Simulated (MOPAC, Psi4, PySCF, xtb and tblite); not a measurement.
Relaxed torsion scan: C₄H₆O₂SSi, SMILES Oc1ccc(O[SiH3])s1. Scanned: dihedral H9–O1–C2–S8; all other coordinates were relaxed at GFN2-xTB. Points at φ and −φ are mirror images. Heavy atoms are numbered in the order of the SMILES Oc1ccc(O[SiH3])s1, hydrogens after them in the order of the atoms that carry them; the mirror image has the same energies with the sign of each dihedral reversed.

- RKS-M06-2X/6-31G* = PySCF with restricted M06-2X/6-31G*, spherical d, density fitting // GFN2-xTB
- GFN2-xTB (xtb and tblite)
- PM6, restricted, heats of formation // GFN2-xTB (MOPAC)
- PBE-D3(BJ)/def2-SVP // GFN2-xTB (Psi4)

Energies relative to the lowest point of each profile, in kJ/mol; the last columns give the difference from PBE-D3(BJ):

| φ / ° | RKS-M06-2X/6-31G* | GFN2-xTB | PM6 | PBE-D3(BJ)/def2-SVP | RKS-M06-2X/6-31G* − PBE-D3(BJ)/def2-SVP | GFN2-xTB − PBE-D3(BJ)/def2-SVP | PM6 − PBE-D3(BJ)/def2-SVP |
|---|---|---|---|---|---|---|---|
| -150 | 1.0 | 7.1 | 1.8 | 1.3 | -0.3 | 5.8 | 0.5 |
| -120 | 1.9 | 11.2 | 5.3 | 3.1 | -1.2 | 8.1 | 2.1 |
| -90 | 1.2 | 11.1 | 6.2 | 3.0 | -1.8 | 8.1 | 3.2 |
| -60 | 1.3 | 6.4 | 4.9 | 1.8 | -0.5 | 4.6 | 3.2 |
| -30 | 3.5 | 1.7 | 4.4 | 2.2 | 1.3 | -0.5 | 2.2 |
| 0 | 5.2 | 0.0 | 4.6 | 3.0 | 2.2 | -3.0 | 1.6 |
| 30 | 3.5 | 1.7 | 4.4 | 2.2 | 1.3 | -0.5 | 2.2 |
| 60 | 1.3 | 6.4 | 4.9 | 1.8 | -0.5 | 4.6 | 3.2 |
| 90 | 1.2 | 11.1 | 6.2 | 3.0 | -1.8 | 8.1 | 3.2 |
| 120 | 1.9 | 11.2 | 5.3 | 3.1 | -1.2 | 8.1 | 2.1 |
| 150 | 1.0 | 7.1 | 1.8 | 1.3 | -0.3 | 5.8 | 0.5 |
| 180 | 0.0 | 4.6 | 0.0 | 0.0 | 0.0 | 4.6 | 0.0 |

RKS-M06-2X/6-31G* is furthest from PBE-D3(BJ)/def2-SVP at 0 (2.2 kJ/mol, above); its mean absolute difference over the points is 1.0 kJ/mol.

GFN2-xTB is furthest from PBE-D3(BJ)/def2-SVP at -90 (8.1 kJ/mol, above); its mean absolute difference over the points is 5.1 kJ/mol.

PM6 is furthest from PBE-D3(BJ)/def2-SVP at -90 (3.2 kJ/mol, above); its mean absolute difference over the points is 2.0 kJ/mol.
